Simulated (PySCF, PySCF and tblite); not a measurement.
A run on one conformer of C₆H₆FN, numbered as in [NH2:1][c:2]1[cH:3][cH:4][cH:5][cH:6][c:7]1[F:8], from an ensemble study. The sound level was PBE0/pcSseg-1 (IEF-PCM, chloroform) on GFN2-xTB geometries.

Input:

```
{"job": {"xc": "PBE0", "basis": "pcSseg-1", "scf": {"max_cycle": 5}, "kind": "nmr", "pop": false}, "charge": 0, "multiplicity": 1}
N      2.287617     0.052380     0.104239
C      0.915382     0.047481     0.026864
C      0.167419     1.225216     0.037148
C     -1.213952     1.189852     0.034091
C     -1.891112    -0.017689     0.017790
C     -1.173864    -1.203267     0.001878
C      0.201715    -1.154366     0.006077
F      0.909619    -2.317881    -0.025917
H      2.753139    -0.805241    -0.144755
H      2.757563     0.898538    -0.169121
H      0.689309     2.170917     0.049892
H     -1.767042     2.117004     0.041554
H     -2.969230    -0.041245     0.014505
H     -1.667241    -2.162172    -0.016411
```

Command: OMP_NUM_THREADS=1 python ens_run.py task.json out

Output:

```
final grid: 122080 points
cycle   1  E = -386.3055845031  dE =  1.478e+00  |g| = 5.431e-01  |ddm| = 3.739e+00
cycle   2  E = -386.2646853259  dE =  4.090e-02  |g| = 7.160e-01  |ddm| = 1.090e+00
cycle   3  E = -386.3652132540  dE = -1.005e-01  |g| = 1.110e-01  |ddm| = 6.400e-01
cycle   4  E = -386.3681856441  dE = -2.972e-03  |g| = 3.803e-02  |ddm| = 1.458e-01
cycle   5  E = -386.3685332456  dE = -3.476e-04  |g| = 1.246e-02  |ddm| = 4.682e-02
SCF not converged, last energy = -386.3685332456
```

Problem. What is wrong with this calculation?

Solution. The setting at fault: too few SCF cycles. (The solvent model also differs from the sound level's.) The run did not converge.
